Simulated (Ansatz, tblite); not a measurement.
Removing and adding an electron: the cluster SiSe₂. Charge 0, multiplicity 1. Geometry: PBE-D4/def2-TZVP. Ansatz, gas phase; energy differences of separate SCF runs; the oxidised species was run as a doublet alone; the reduced species was run as a doublet alone.

| atom | x (Å) | y (Å) | z (Å) |
| --- | --- | --- | --- |
| Si1 | 0.000 | 0.000 | 0.000 |
| Se2 | 0.999 | -0.213 | 1.805 |
| Se3 | -0.999 | 0.213 | -1.805 |

The xTB rows come from tblite. Correlated methods freeze 23 core orbitals; core or outer-core shells of Se are correlated, in sets that lack core-valence functions. In CCSD on the charge 1 doublet the largest single amplitude is 0.19, so its Hartree–Fock determinant may place the open shell otherwise than the density functionals do. HOMO above LUMO, or a gap near zero within one spin, warns that the state may not be the lowest or that an electron is smeared out. The structure comes from a short search, and lower isomers may exist.

```json
{"level": "GFN1-xTB", "−HOMO (eV)": "10.45", "vertical IE (eV)": "13.83", "−LUMO (eV)": "5.93", "vertical EA (eV)": "–", "HOMO–LUMO gap (eV)": "4.53", "IE − EA (eV)": "–", "remarks": "–"}
{"level": "GFN2-xTB", "−HOMO (eV)": "10.71", "vertical IE (eV)": "13.19", "−LUMO (eV)": "7.18", "vertical EA (eV)": "5.09", "HOMO–LUMO gap (eV)": "3.53", "IE − EA (eV)": "8.10", "remarks": "–"}
{"level": "PBE-D4/def2-TZVP", "−HOMO (eV)": "6.56", "vertical IE (eV)": "9.35", "−LUMO (eV)": "3.26", "vertical EA (eV)": "–", "HOMO–LUMO gap (eV)": "3.30", "IE − EA (eV)": "–", "remarks": "gap within one spin near zero (+1 doublet)"}
{"level": "PBE-D4/def2-TZVPD", "−HOMO (eV)": "6.58", "vertical IE (eV)": "–", "−LUMO (eV)": "3.32", "vertical EA (eV)": "0.95", "HOMO–LUMO gap (eV)": "3.26", "IE − EA (eV)": "–", "remarks": "HOMO above zero (-1 doublet)"}
{"level": "r2SCAN-D4/def2-TZVP", "−HOMO (eV)": "6.85", "vertical IE (eV)": "9.50", "−LUMO (eV)": "3.10", "vertical EA (eV)": "–", "HOMO–LUMO gap (eV)": "3.75", "IE − EA (eV)": "–", "remarks": "–"}
{"level": "r2SCAN-D4/def2-TZVPD", "−HOMO (eV)": "6.86", "vertical IE (eV)": "–", "−LUMO (eV)": "3.13", "vertical EA (eV)": "0.90", "HOMO–LUMO gap (eV)": "3.72", "IE − EA (eV)": "–", "remarks": "HOMO above zero (-1 doublet)"}
{"level": "PBE0-D4/def2-TZVP", "−HOMO (eV)": "7.60", "vertical IE (eV)": "9.52", "−LUMO (eV)": "2.46", "vertical EA (eV)": "–", "HOMO–LUMO gap (eV)": "5.15", "IE − EA (eV)": "–", "remarks": "–"}
{"level": "PBE0-D4/def2-TZVPD", "−HOMO (eV)": "7.61", "vertical IE (eV)": "–", "−LUMO (eV)": "2.53", "vertical EA (eV)": "0.92", "HOMO–LUMO gap (eV)": "5.09", "IE − EA (eV)": "–", "remarks": "HOMO above zero (-1 doublet)"}
{"level": "CCSD/def2-TZVPP", "−HOMO (eV)": "–", "vertical IE (eV)": "9.51", "−LUMO (eV)": "–", "vertical EA (eV)": "–", "HOMO–LUMO gap (eV)": "–", "IE − EA (eV)": "–", "remarks": "spin-contaminated (⟨S²⟩ 1.09) (+1 doublet)"}
{"level": "CCSD(T)/def2-TZVPP", "−HOMO (eV)": "–", "vertical IE (eV)": "9.55", "−LUMO (eV)": "–", "vertical EA (eV)": "–", "HOMO–LUMO gap (eV)": "–", "IE − EA (eV)": "–", "remarks": "spin-contaminated (⟨S²⟩ 1.09) (+1 doublet)"}
```

Relaxing the oxidised species (PBE-D4/def2-TZVP) changes its energy by -0.02 eV at PBE-D4/def2-TZVP, so the adiabatic ionisation energy to this nearest minimum is 9.34 eV. At PBE0-D4/def2-TZVP that geometry lies 0.01 eV above the vertical one, so it gives no adiabatic value. The gap within one spin of the relaxed charge 1 doublet nearly closes, so an electron or hole may be smeared out by delocalisation error.  Run but left out: HF/def2-TZVPP, MP2/def2-TZVPP (charge +1 doublet: ⟨S²⟩ 1.09, where a pure state has 0.75).   A HOMO above zero means that the electron is unbound at that level or that self-interaction error raises the level; the energy of removing that electron tells which. Raw xTB energy differences between charge states are shifted by several eV; the methods need an empirical correction for them.
